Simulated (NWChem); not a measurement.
System: MoSOClF; SMILES [O]=[Mo]([F])(=[S])[Cl]

Parts of the log:

```
             Northwest Computational Chemistry Package (NWChem) 7.3.0
             --------------------------------------------------------

 C1  symmetry detected

                             Geometry "geometry" -> ""
                             -------------------------

 Output coordinates in angstroms (scale by  1.889725989 to convert to a.u.)

  No.       Tag          Charge          X              Y              Z
 ---- ---------------- ---------- -------------- -------------- --------------
    1 Mo                  42.0000     0.24799807     0.08829628     0.07178221
    2 O                    8.0000     0.79540926     0.26040069     1.62485462
    3 S                   16.0000    -1.28349298     1.49831184    -0.19924316
    4 F                    9.0000     1.60170361     0.41948179    -1.12136424
    5 Cl                  17.0000    -0.62697869    -1.97293970    -0.16079535

 Effective nuclear repulsion energy (a.u.)     700.0192792916

                                 NWChem DFT Module
                                 -----------------

 Summary of "ao basis" -> "ao basis" (spherical)
 ------------------------------------------------------------------------------
       Tag                 Description            Shells   Functions and Types
 ---------------- ------------------------------  ------  ---------------------
 Mo                         def2-svp                11       31   5s3p2d1f
 O                          def2-svp                 6       14   3s2p1d
 S                          def2-svp                 8       18   4s3p1d
 F                          def2-svp                 6       14   3s2p1d
 Cl                         def2-svp                 8       18   4s3p1d

            General Information
            -------------------
          SCF calculation type: DFT
          Wavefunction type:  closed shell.
          No. of atoms     :     5
          No. of electrons :    64
           Alpha electrons :    32
            Beta electrons :    32
          Charge           :     0
          Spin multiplicity:     1
          Use of symmetry is: off; symmetry adaption is: off
          Maximum number of iterations: 150
          AO basis - number of functions:    95
                     number of shells:    39
          Convergence on energy requested:  1.00D-06
          Convergence on density requested:  1.00D-05
          Convergence on gradient requested:  5.00D-04

              XC Information
              --------------
                         SCAN Method XC Functional
                  SCAN metaGGA Exchange Functional  1.000
                        SCAN Correlation Potential  1.000

             Grid Information
             ----------------
          Grid used for XC integration:  medium
          Radial quadrature: Mura-Knowles
          Angular quadrature: Lebedev.
          Tag              B.-S. Rad. Rad. Pts. Rad. Cut. Ang. Pts.
          ---              ---------- --------- --------- ---------
          Mo                  1.45      123           8.0       590
          O                   0.60       49           8.0       434
          S                   1.00       88          10.0       590
          F                   0.50       49           9.0       434
          Cl                  1.00       88          10.0       590
          Grid pruning is: on
          Number of quadrature shells:   397
          Spatial weights used:  Erf1

      Superposition of Atomic Density Guess
      -------------------------------------

 Sum of atomic energies:       -1107.94649083

      Non-variational initial energy
      ------------------------------

 Total energy =   -1098.274340
 1-e energy   =   -2200.360919
 2-e energy   =     771.161598
 HOMO         =      -0.347958
 LUMO         =      -0.056574

     ---------------------------------------------
      Total Density - Mulliken Population Analysis
     ---------------------------------------------

    Atom       Charge   Shell Charges
 -----------   ------   -------------------------------------------------------
    1 Mo  14    11.15  -0.39  1.55  0.87  0.30  0.04  5.95  0.32  0.12  1.91  0.42  0.07
    2 O    8     9.03   1.99  1.16  0.75  3.16  1.96  0.01
    3 S   16    16.76   2.00  1.99  1.25  0.65  5.94  1.94  2.96  0.03
    4 F    9     9.64   1.99  1.15  0.81  3.53  2.16  0.00
    5 Cl  17    17.42   2.00  1.99  1.23  0.71  5.94  2.17  3.36  0.01

   convergence    iter        energy       DeltaE   RMS-Dens  Diis-err
 ---------------- ----- ----------------- --------- --------- ---------
 d= 0,ls=0.0,diis     1  -1100.9102174712 -1.43D+03  6.61D-02  4.43D+00
 d= 0,ls=0.0,diis     2  -1090.6259461404  1.03D+01  5.89D-02  5.98D+01
 d= 0,ls=0.0,diis     3  -1100.7318354953 -1.01D+01  1.69D-02  7.82D+00
 d= 0,ls=0.0,diis     4  -1101.4692814625 -7.37D-01  6.53D-03  3.65D-01
 d= 0,ls=0.0,diis     5  -1101.4585676774  1.07D-02  6.22D-03  3.12D-01
  Resetting Diis
 d= 0,ls=0.0,diis     6  -1101.4959753997 -3.74D-02  2.42D-03  7.57D-02
 d= 0,ls=0.0,diis     7  -1101.5053102037 -9.33D-03  2.96D-03  9.59D-03
 d= 0,ls=0.0,diis     8  -1101.4963849782  8.93D-03  2.42D-03  6.97D-02
 d= 0,ls=0.0,diis     9  -1101.5050836093 -8.70D-03  8.71D-04  1.08D-02
 d= 0,ls=0.0,diis    10  -1101.5068127818 -1.73D-03  9.31D-05  1.82D-04
 d= 0,ls=0.0,diis    11  -1101.5068279274 -1.51D-05  3.03D-05  3.44D-05
 d= 0,ls=0.0,diis    12  -1101.5068316025 -3.68D-06  8.37D-06  8.78D-07
 d= 0,ls=0.0,diis    13  -1101.5068316541 -5.16D-08  3.86D-06  3.59D-07

         Total DFT energy =    -1101.506831654059
      One electron energy =    -2202.639153610584
           Coulomb energy =      851.048770405008
    Exchange-Corr. energy =      -80.841428962343
 Nuclear repulsion energy =      330.924980513861

 Numeric. integr. density =       63.999998030855

                       DFT Final Molecular Orbital Analysis
                       ------------------------------------

 Vector   30  Occ=2.000000D+00  E=-3.327816D-01
              MO Center= -6.8D-01,  2.2D-01,  7.2D-02, r^2= 4.4D+00
   Bfn.  Coefficient  Atom+Function         Bfn.  Coefficient  Atom+Function
  ----- ------------  ---------------      ----- ------------  ---------------
    90      0.309405  5 Cl pz                15     -0.238819  1 Mo d -2
    57     -0.236404  3 S  py                87      0.233951  5 Cl pz
    56      0.227849  3 S  px                54     -0.214126  3 S  py
    53      0.210751  3 S  px                 2     -0.190927  1 Mo s
    36      0.170475  2 O  py                 4      0.165147  1 Mo s

 Vector   31  Occ=2.000000D+00  E=-3.000812D-01
              MO Center= -7.7D-01,  5.6D-01, -1.8D-01, r^2= 3.6D+00
   Bfn.  Coefficient  Atom+Function         Bfn.  Coefficient  Atom+Function
  ----- ------------  ---------------      ----- ------------  ---------------
    56      0.335539  3 S  px                88     -0.300140  5 Cl px
    57      0.275614  3 S  py                19     -0.266508  1 Mo d  2
    53      0.259222  3 S  px                54      0.216399  3 S  py
    85     -0.215741  5 Cl px                58     -0.172665  3 S  pz
    50      0.146820  3 S  px                55     -0.133532  3 S  pz

 Vector   32  Occ=2.000000D+00  E=-2.773129D-01
              MO Center= -7.6D-01,  1.1D+00,  1.4D-01, r^2= 3.0D+00
   Bfn.  Coefficient  Atom+Function         Bfn.  Coefficient  Atom+Function
  ----- ------------  ---------------      ----- ------------  ---------------
    58      0.484280  3 S  pz                55      0.364759  3 S  pz
    36     -0.225565  2 O  py                57      0.218600  3 S  py
    52      0.205871  3 S  pz                39     -0.170458  2 O  py
    54      0.163927  3 S  py                37     -0.145659  2 O  pz
    35      0.143312  2 O  px                16      0.115870  1 Mo d -1

 Vector   33  Occ=0.000000D+00  E=-1.660526D-01
              MO Center=  3.5D-02,  1.0D-01, -6.0D-03, r^2= 2.7D+00
   Bfn.  Coefficient  Atom+Function         Bfn.  Coefficient  Atom+Function
  ----- ------------  ---------------      ----- ------------  ---------------
    15      0.518564  1 Mo d -2              16     -0.474604  1 Mo d -1
    19      0.295977  1 Mo d  2              56      0.234655  3 S  px
    58      0.230805  3 S  pz                68      0.161577  4 F  py
    88      0.160709  5 Cl px                17     -0.153658  1 Mo d  0
    18     -0.153864  1 Mo d  1              35     -0.147901  2 O  px

 Vector   34  Occ=0.000000D+00  E=-1.578540D-01
              MO Center= -2.0D-01,  4.4D-01,  2.2D-02, r^2= 2.8D+00
   Bfn.  Coefficient  Atom+Function         Bfn.  Coefficient  Atom+Function
  ----- ------------  ---------------      ----- ------------  ---------------
    19      0.635295  1 Mo d  2              16      0.442959  1 Mo d -1
    57      0.311238  3 S  py                56      0.267054  3 S  px
    54      0.176029  3 S  py                58     -0.167085  3 S  pz
    53      0.161209  3 S  px                36     -0.144841  2 O  py
    88      0.143263  5 Cl px                24      0.136117  1 Mo d  2

 Vector   35  Occ=0.000000D+00  E=-1.179477D-01
              MO Center=  1.8D-01, -1.7D-02,  2.7D-01, r^2= 2.5D+00
   Bfn.  Coefficient  Atom+Function         Bfn.  Coefficient  Atom+Function
  ----- ------------  ---------------      ----- ------------  ---------------
    16      0.468751  1 Mo d -1              15      0.429270  1 Mo d -2
    89     -0.338222  5 Cl py                17     -0.335769  1 Mo d  0
    19     -0.321814  1 Mo d  2              36     -0.288456  2 O  py
    39     -0.263323  2 O  py                18     -0.250009  1 Mo d  1
    81     -0.227116  5 Cl s                 57     -0.218957  3 S  py

     ---------------------------------------------
      Total Density - Mulliken Population Analysis
     ---------------------------------------------

    Atom       Charge   Shell Charges
 -----------   ------   -------------------------------------------------------
    1 Mo  14    13.14  -0.40  1.63  0.82  0.27 -0.02  6.00  0.48  0.12  3.58  0.57  0.08
    2 O    8     8.29   1.99  1.15  0.78  2.75  1.61  0.01
    3 S   16    16.09   2.00  1.99  1.26  0.66  5.93  1.79  2.42  0.04
    4 F    9     9.32   1.99  1.14  0.82  3.32  2.03  0.00
    5 Cl  17    17.17   2.00  1.99  1.26  0.71  5.93  2.14  3.12  0.02

     -------------------------------------------
      Total Density - Lowdin Population Analysis
     -------------------------------------------

    Atom       Charge   Shell Charges
 -----------   ------   -------------------------------------------------------
    1 Mo  14    14.34   0.00  0.98  0.93  0.34  0.13  5.63  1.00  0.41  3.30  1.49  0.13
    2 O    8     8.06   1.98  0.99  0.66  2.63  1.77  0.02
    3 S   16    15.69   2.00  1.96  0.97  0.66  5.81  1.89  2.35  0.05
    4 F    9     9.12   1.98  1.03  0.75  3.21  2.14  0.01
    5 Cl  17    16.79   2.00  1.96  1.02  0.74  5.82  2.25  2.99  0.02

     Multipole analysis of the density
     ---------------------------------

     L   x y z        total         alpha         beta         nuclear
     -   - - -        -----         -----         ----         -------
     0   0 0 0     -0.000000    -32.000000    -32.000000     64.000000

     1   1 0 0     -0.051661      6.535247      6.535247    -13.122155
     1   0 1 0     -0.196818      2.237572      2.237572     -4.671962
     1   0 0 1     -0.225111      1.786526      1.786526     -3.798164

     2   2 0 0    -43.475223   -132.533357   -132.533357    221.591490
     2   1 1 0     -0.379610      2.898775      2.898775     -6.177159
     2   1 0 1      0.112356     -0.353204     -0.353204      0.818764
     2   0 2 0    -42.728887   -207.643054   -207.643054    372.557220
     2   0 1 1     -0.080062      0.215782      0.215782     -0.511625
     2   0 0 2    -44.792050    -82.363445    -82.363445    119.934840

            General Information
            -------------------
          SCF calculation type: DFT
          Wavefunction type:  closed shell.
          No. of atoms     :     5
          No. of electrons :    64
           Alpha electrons :    32
            Beta electrons :    32
          Charge           :     0
          Spin multiplicity:     1
          Use of symmetry is: off; symmetry adaption is: off
          Maximum number of iterations: 150
          AO basis - number of functions:    95
                     number of shells:    39
          Convergence on energy requested:  1.00D-06
          Convergence on density requested:  1.00D-05
          Convergence on gradient requested:  5.00D-04

              XC Information
              --------------
                         SCAN Method XC Functional
                  SCAN metaGGA Exchange Functional  1.000
                        SCAN Correlation Potential  1.000

             Grid Information
             ----------------
          Grid used for XC integration:  medium
          Radial quadrature: Mura-Knowles
          Angular quadrature: Lebedev.
          Tag              B.-S. Rad. Rad. Pts. Rad. Cut. Ang. Pts.
          ---              ---------- --------- --------- ---------
          Mo                  1.45      123           8.0       590
          O                   0.60       49           8.0       434
          S                   1.00       88          10.0       590
          F                   0.50       49           9.0       434
          Cl                  1.00       88          10.0       590
          Grid pruning is: on
          Number of quadrature shells:   397
          Spatial weights used:  Erf1

          Convergence Information
          -----------------------
          Convergence aids based upon iterative change in
          total energy or number of iterations.
          Levelshifting, if invoked, occurs when the
          HOMO/LUMO gap drops below (HL_TOL):  1.00D-02
          DIIS, if invoked, will attempt to extrapolate
          using up to (NFOCK): 10 stored Fock matrices.

                    Damping( 0%)  Levelshifting(0.5)       DIIS
                  --------------- ------------------- ---------------
          dE  on:    start            ASAP                start
          dE off:    2 iters        150 iters           150 iters

                            NWChem DFT Gradient Module
                            --------------------------

  charge          =   0.00
  wavefunction    = closed shell

                         DFT ENERGY GRADIENTS

    atom               coordinates                        gradient
                 x          y          z           x          y          z
   1 Mo      0.468648   0.166856   0.135649    0.001495   0.006966   0.013099
   2 O       1.503106   0.492086   3.070530   -0.006277  -0.001674  -0.015783
   3 S      -2.425450   2.831399  -0.376515    0.006354  -0.006286   0.001402
   4 F       3.026781   0.792706  -2.119071   -0.001797  -0.000468   0.001098
   5 Cl     -1.184818  -3.728315  -0.303859    0.000225   0.001462   0.000182
```

Level: SCAN/def2-SVP with def2 effective core potentials on Mo. All runs use the structure optimised with PBE0/def2-SVP. def2 effective core potentials on Mo; no spin-orbit coupling.

Task: Reconstruct the input file.

Result: Several could match; the one computed here: the input that was run:
```
start job
memory heap 200 mb stack 900 mb global 1100 mb
geometry units angstroms noautoz
  Mo     0.242313     0.069397     0.041593
  O      0.946246     0.163483     1.537233
  S     -1.175095     1.614055    -0.068178
  F      1.502343     0.301813    -1.271460
  Cl    -0.832072    -1.901748    -0.127684
end
basis spherical
  Mo library def2-svp
  O library def2-svp
  S library def2-svp
  F library def2-svp
  Cl library def2-svp
end
ecp
  Mo library def2-ecp
end
dft
  xc scan
  iterations 150
  mulliken
end
task dft gradient
```
